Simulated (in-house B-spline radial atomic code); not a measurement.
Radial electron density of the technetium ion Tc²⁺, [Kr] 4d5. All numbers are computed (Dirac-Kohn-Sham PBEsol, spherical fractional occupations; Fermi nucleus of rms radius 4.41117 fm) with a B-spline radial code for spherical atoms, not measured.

Columns: r (bohr), 4πr²n(r) (electrons per bohr), bar.

```
 0.00127    1.395 #
 0.00155    1.988 #
 0.00189    2.813 ##
 0.00231    3.972 ###
 0.00282    5.553 ####
 0.00344    7.678 #####
 0.00421    10.55 #######
 0.00514    14.22 #########
 0.00628    18.87 ############
 0.00767    24.48 ################
 0.00937    30.96 ####################
  0.0115     38.1 #########################
   0.014    44.81 #############################
  0.0171    50.53 #################################
  0.0209    54.15 ###################################
  0.0255    54.85 ####################################
  0.0312    52.71 ##################################
  0.0381    49.12 ################################
  0.0465    46.68 ##############################
  0.0568    48.11 ###############################
  0.0694    54.34 ###################################
  0.0848     62.7 #########################################
   0.104    67.57 ############################################
   0.127    64.08 ##########################################
   0.155    53.81 ###################################
   0.189    44.55 #############################
   0.231    43.61 ############################
   0.282    49.46 ################################
   0.344    51.93 ##################################
   0.421    43.48 ############################
   0.514    28.24 ##################
   0.628    16.27 ###########
   0.767    12.39 ########
   0.937    12.77 ########
    1.14    11.98 ########
     1.4    8.702 ######
    1.71    5.046 ###
    2.09    2.433 ##
    2.55    1.015 #
    3.12   0.3505 
    3.81  0.09541 
    4.65  0.01837 
    5.68 0.002188
```

On this grid the curve has 4 maxima, near 0.0255, 0.104, 0.344, 0.937 bohr.

The 4p1/2 radial function P(r) = rR(r), positive near the nucleus, with its small component Q(r) (sign convention: Q ≈ (P' + κP/r)/2c):

| r (bohr) | P | Q |
| --- | --- | --- |
| 0.00104 | 0.001264 | 0.004879 |
| 0.00155 | 0.002164 | 0.00702 |
| 0.00231 | 0.00383 | 0.01003 |
| 0.00344 | 0.006977 | 0.01415 |
| 0.00514 | 0.01308 | 0.01971 |
| 0.00767 | 0.02475 | 0.02672 |
| 0.0115 | 0.04702 | 0.03498 |
| 0.0171 | 0.08619 | 0.04294 |
| 0.0255 | 0.1511 | 0.04812 |
| 0.0381 | 0.2432 | 0.04613 |
| 0.0568 | 0.3359 | 0.03271 |
| 0.0848 | 0.3509 | 0.008026 |
| 0.127 | 0.1645 | -0.01761 |
| 0.189 | -0.2356 | -0.02582 |
| 0.282 | -0.5546 | -0.01035 |
| 0.421 | -0.2994 | 0.01063 |
| 0.628 | 0.4991 | 0.01498 |
| 0.937 | 1.047 | 0.005602 |
| 1.4 | 0.8203 | -0.001117 |
| 2.09 | 0.3103 | -0.001286 |
| 3.12 | 0.05123 | -0.000284 |
| 4.65 | 0.002776 | -1.762e-05 |
